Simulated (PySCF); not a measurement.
**Working with the constants of CsF**

PBE0 constants of CsF, ¹Σ⁺ (singlet), closed shell (basis Cs x2c-TZVPall, F x2c-TZVPall; spin-free X2C with a Gaussian nucleus; PySCF 2.14; masses 132.9054 and 18.9984 u):

| Quantity | Value |
| --- | --- |
| ωe | 363.7 cm⁻¹ |
| ωexe | 1.63 cm⁻¹ |
| Be | 0.18717 cm⁻¹ |
| αe | 0.00113 cm⁻¹ |
| D (centrifugal) | 1.98e-07 cm⁻¹ |
| De to Cs + F | 5.11 eV |

Q: Give the band origin of the fundamental and the first lines of its P and R branches.

A: ν0 = ωe − 2ωexe = 360.4 cm⁻¹, B0 = 0.18660, B1 = 0.18548 cm⁻¹.

```csv
J″,P(J″) − ν0,R(J″) − ν0
0,,0.371
1,-0.373,0.740
2,-0.749,1.106
3,-1.126,1.470
4,-1.506,1.832
5,-1.889,2.192
6,-2.273,2.549
```

Q: Near which J would the R branch turn back, without centrifugal distortion?

A: At J ≈ (B0 + B1)/(2(B0 − B1)) − 1 ≈ 160.

Measured values (Huber and Herzberg, Constants of Diatomic Molecules (1979)): ωe = 352.56 cm⁻¹, ωexe = 1.615 cm⁻¹, Be = 0.18436969 cm⁻¹, αe = 0.00117652 cm⁻¹.

These are scalar-relativistic numbers at best; spin–orbit coupling would shift them, the dissociation energy most.
